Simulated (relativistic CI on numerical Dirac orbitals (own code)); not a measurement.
## Re XXXIV: computed level list

Computed by Dirac-Coulomb-Breit CI, KLI orbitals optimised for each configuration, a model potential for QED, unscaled Slater integrals (own radial code, finite nucleus).

Configurations in the expansion (outside the closed core [Ar] 3d10): 4s²4p⁶4d⁶, 4s²4p⁵4d⁷, 4s²4p⁶4d⁵4f, 4s4p⁶4d⁷, 4s²4p⁵4d⁶4f, 4s4p⁶4d⁶4f, 4s²4p⁶4d⁵5s, 4s²4p⁶4d⁴4f5s, 4s²4p⁶4d⁵5d, 4s²4p⁶4d⁵6s, 4s4p⁶4d⁶5s, 4p⁶4d⁸, 4p⁵4d⁹, 4p⁵4d⁸4f, 4s²4p⁶4d⁴5s², 4s²4p⁶4d³4f5s², 4s²4p⁵4d⁴4f5s², 4s4p⁶4d⁴4f5s². Double excitations out of closed p, d and f shells are left out; levels of such configurations are missing from the list, as are those of other unlisted configurations, and high levels can miss mixing partners.

The lowest level is 4s²4p⁶4d⁶ ⁵D4, with 39 % of that term; Hund's rules for 4s²4p⁶4d⁶ give ⁵D with J = 4, in agreement.

```csv
No.,Configuration,Term,J,E (eV),%,Landé g,Lifetime (s),jj configuration (%)
1,4s²4p⁶4d⁶,⁵D,4,0.0000,39,1.282,,4d5/2^2 (93)
2,4s²4p⁶4d⁶,³P,2,3.1817,41,1.302,1.30e+02,4d5/2^2 (93)
3,4s²4p⁶4d⁶,³P,0,10.2593,47,,7.32e-01,4d5/2^2 (81)
4,4s²4p⁶4d⁶,⁵D,3,15.2228,69,1.382,1.98e-05,4d3/2^3 4d5/2^3 (94)
5,4s²4p⁶4d⁶,⁵D,4,16.4057,40,1.161,1.98e-05,4d3/2^3 4d5/2^3 (93)
6,4s²4p⁶4d⁶,⁵D,1,17.3457,54,1.329,1.89e-05,4d3/2^3 4d5/2^3 (94)
7,4s²4p⁶4d⁶,³G,5,19.6505,58,1.127,8.81e-05,4d3/2^3 4d5/2^3 (99)
8,4s²4p⁶4d⁶,³H,6,19.6554,68,1.111,8.18e-01,4d3/2^3 4d5/2^3 (98)
9,4s²4p⁶4d⁶,³F,2,22.4646,50,0.953,2.70e-05,4d3/2^3 4d5/2^3 (93)
10,4s²4p⁶4d⁶,³G,3,23.0443,30,1.046,3.38e-05,4d3/2^3 4d5/2^3 (95)
11,4s²4p⁶4d⁶,³P,0,27.2908,77,,1.61e-04,4d3/2^3 4d5/2^3 (77)
12,4s²4p⁶4d⁶,³D,2,28.3109,37,1.143,5.20e-05,4d3/2^3 4d5/2^3 (78)
13,4s²4p⁶4d⁶,³P,1,28.4324,53,1.118,3.65e-05,4d3/2^3 4d5/2^3 (92)
14,4s²4p⁶4d⁶,¹G,4,28.5128,37,1.039,2.66e-04,4d3/2^3 4d5/2^3 (90)
15,4s²4p⁶4d⁶,³F,3,29.9140,54,1.072,4.40e-05,4d3/2^3 4d5/2^3 (98)
16,4s²4p⁶4d⁶,⁵D,2,33.8621,50,1.434,7.98e-06,4d3/2^2 4d5/2^4 (89)
17,4s²4p⁶4d⁶,⁵D,0,35.5205,56,,6.81e-06,4d3/2^2 4d5/2^4 (91)
18,4s²4p⁶4d⁶,³H,4,36.4198,40,1.098,8.85e-06,4d3/2^2 4d5/2^4 (96)
19,4s²4p⁶4d⁶,³D,3,37.9583,28,1.201,9.92e-06,4d3/2^2 4d5/2^4 (89)
20,4s²4p⁶4d⁶,³H,5,37.9973,58,1.098,1.68e-05,4d3/2^2 4d5/2^4 (99)
21,4s²4p⁶4d⁶,¹I,6,39.5513,68,1.048,2.53e-05,4d3/2^2 4d5/2^4 (98)
22,4s²4p⁶4d⁶,³G,3,40.6063,44,0.959,1.49e-05,4d3/2^2 4d5/2^4 (96)
23,4s²4p⁶4d⁶,³P,1,42.2840,50,1.041,1.21e-05,4d3/2^2 4d5/2^4 (90)
24,4s²4p⁶4d⁶,¹G,4,43.2027,56,1.050,1.71e-05,4d3/2^2 4d5/2^4 (92)
25,4s²4p⁶4d⁶,³F,2,43.5429,33,1.045,1.45e-05,4d3/2^2 4d5/2^4 (91)
26,4s²4p⁶4d⁶,³F,2,48.6435,70,0.858,9.07e-06,4d3/2^2 4d5/2^4 (95)
27,4s²4p⁶4d⁶,³F,4,49.9188,64,1.165,1.32e-05,4d3/2^2 4d5/2^4 (94)
28,4s²4p⁶4d⁶,³P,1,55.1522,66,1.497,3.78e-06,4d3/2 4d5/2^5 (96)
29,4s²4p⁶4d⁶,¹D,2,58.0046,82,1.021,1.35e-05,4d3/2^2 4d5/2^4 (94)
30,4s²4p⁶4d⁶,¹G,4,60.6526,46,1.028,5.46e-06,4d3/2 4d5/2^5 (92)
```

Energies count from the lowest computed level; lifetimes are radiative, by E1, M1, E2, M2, E3 decay to levels of this space only. Filled j subshells are mostly left out of the jj labels.

The mean weight of the leading LS term, summed over parents, in these 30 levels is 52 %, and that of the leading jj configuration (from the same eigenvectors) 92 %, so jj coupling describes them better and the LS labels are nominal.

At this charge energies of transitions that change n are usually good to better than 1 %, and those within a shell (Δn = 0) to a few per cent. Terms inside the open d or f shell come out 10 to 20 % too wide with unscaled integrals.

LS names give the leading component of a level, which can be under half, so a name can repeat, a term be missing and a line seem to break the LS rules.
